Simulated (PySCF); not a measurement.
Bond stretch in MgO, singlet.

UHF/6-31G* = unrestricted Hartree-Fock/6-31G*, spherical d run with PySCF; UCCSD(T) = PySCF with CCSD(T) on UHF/cc-pVTZ, 2 core orbitals frozen.

Energies relative to the lowest point of each curve near equilibrium, in kJ/mol:

```
R / Å  UHF/6-31G*
-----  ----------
1.49        187.9
1.64         60.0
1.73         18.5
1.85          0.0
1.91          1.2
2.16         46.5
2.61        178.8
3.50        213.0
3.83        212.9
4.22        211.7
5.20        211.3
6.03        211.8
```

Task: Estimate the UCCSD(T) values at these points.

Result: 1.49: 124.0; 1.64: 63.9; 1.73: 20.7; 1.85: 0.0; 1.91: 0.2; 2.16: 39.9; 2.61: 153.2; 3.50: 247.4; 3.83: 249.0; 4.22: 249.5; 5.20: 249.6; 6.03: 250.0 (kJ/mol).

The unrestricted determinant behind UHF/6-31G*, UCCSD(T) is spin-contaminated at 1.38 to 6.87 Å (<S²> up to 1.2, against 0.00 for a pure singlet).
